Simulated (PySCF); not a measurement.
## Unknown compound

The spectra below were simulated for a compound C$_{6}$H$_{7}$N$_{3}$O.

1H NMR (400 MHz, computed): δ 7.73 (s, 1H), 6.88 (m, 1H), 6.84 (m, 1H), 5.34 (m, 1H), 2.71 (s, 3H).

13C{1H} NMR (computed): δ 196.4 (C), 153.0 (C), 135.6 (CH), 129.7 (CH), 113.6 (CH2), 29.7 (CH3).

Rapidly exchanging positions averaged, no relativistic terms, gas phase, single conformer. σ from GIAO-B3LYP/pcSseg-1; PBE0-D3(BJ)/def2-SVP geometry; PySCF 2.14.0 with density-fitted response routines.

Scale: 1H (σ = 31.38 ppm), 13C (σ = 179.24 ppm) against TMS (reference shieldings calculated alike).

Deduce the structure.

Answers


Rings plus π bonds: 5 (1 ring in the answer). 6 carbon signals for 6 carbons: no two carbons are equivalent. Carbon types of the structure: 2 × C, 2 × CH, 1 × CH2, 1 × CH3, which accounts for all hydrogens. δC 196.4: ketone carbonyl carbon; the double bond to the heteroatom, with no lone-pair donor beside it, deshields it most. δC 153.0: substituted aromatic carbon next to a ring nitrogen. δC 135.6: alkene CH; as expected for a trigonal carbon in a double bond. δC 129.7: aromatic CH next to a ring nitrogen. δC 113.6: terminal =CH2 carbon; as expected for a trigonal carbon in a double bond. δC 29.7: methyl carbon α to a carbonyl; α to the electron-withdrawing carbonyl group. δH 7.73: hydrogen on an aromatic CH next to a ring nitrogen; ring current plus the deshielding of an ortho carbonyl group.

These data were computed for `C=Cn1cc(C(C)=O)nn1`.

This is the structure that produced the data.

Shifts are as computed. Against solution values, carbons near 30 ppm lie about +2 ppm off and those near 130 ppm about +6 ppm (rms about the fit 1.1 ppm; single classes can miss by 10 ppm). Of 1328 compounds with measured shifts, 309 miss one by over three times the rms of a fit or turn the order of signals round; such compounds aren't used in these exercises. Signals without a measured value on file couldn't be tested in this way. No couplings were computed; multiplicities are counted from neighbouring protons, with m where these are inequivalent, close in shift, in a saturated or five-membered ring or joined by F or P, and br s for small geminal =CH2 splittings.
